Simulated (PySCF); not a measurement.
## Electron correlation in Mn⁺ (manganese, charge +1)

[Ar] 3d5 4s1, high-spin 7S determinant. Computed with PySCF 2.14 in ANO-RCC-VTZP, with scalar relativity by spin-free X2C-1e. Frozen: [Ne]; 14 electrons correlated.

```
  level  correlation energy (mhartree)
   CCSD                        -428.42
    (T)                          -7.99
CCSD(T)                        -436.41
```

Diagnostics: T1 = 0.0095, D1 = 0.0320, largest double amplitude 0.020.

Cost of the coupled-cluster step: of the order of 14 core-seconds, for 14 correlated electrons.

Iterations:

```
CC2 = 0
CCSD nocc = (np.int64(10), np.int64(4)), nmo = (54, 54)
frozen orbitals [[0, 1, 2, 3, 4], [0, 1, 2, 3, 4]]
max_cycle = 100
direct = 0
conv_tol = 1e-08
conv_tol_normt = 1e-06
diis_space = 8
diis_start_cycle = 0
Init t2, MP2 energy = -0.428696484974504
Init E_corr(UCCSD) = -0.428696484992314
cycle = 1  E_corr(UCCSD) = -0.421986553953317  dE = 0.00670993104  norm(t1,t2) = 0.0470361
cycle = 2  E_corr(UCCSD) = -0.428081270909281  dE = -0.00609471696  norm(t1,t2) = 0.0114746
cycle = 3  E_corr(UCCSD) = -0.428027070573262  dE = 5.4200336e-05  norm(t1,t2) = 0.00585333
cycle = 4  E_corr(UCCSD) = -0.428444664245423  dE = -0.000417593672  norm(t1,t2) = 0.00207288
cycle = 5  E_corr(UCCSD) = -0.428430003319603  dE = 1.46609258e-05  norm(t1,t2) = 0.000143065
cycle = 6  E_corr(UCCSD) = -0.428415732668462  dE = 1.42706511e-05  norm(t1,t2) = 2.75497e-05
cycle = 7  E_corr(UCCSD) = -0.428416485050111  dE = -7.52381649e-07  norm(t1,t2) = 4.60478e-06
cycle = 8  E_corr(UCCSD) = -0.428416609624332  dE = -1.24574221e-07  norm(t1,t2) = 8.89057e-07
cycle = 9  E_corr(UCCSD) = -0.428416562588499  dE = 4.7035833e-08  norm(t1,t2) = 2.40643e-07
cycle = 10  E_corr(UCCSD) = -0.42841656250707  dE = 8.14285306e-11  norm(t1,t2) = 3.33171e-08
UCCSD converged
E(UCCSD) = -1157.590462255013  E_corr = -0.4284165625070701
UCCSD(T) correction = -0.00798751718187382
```
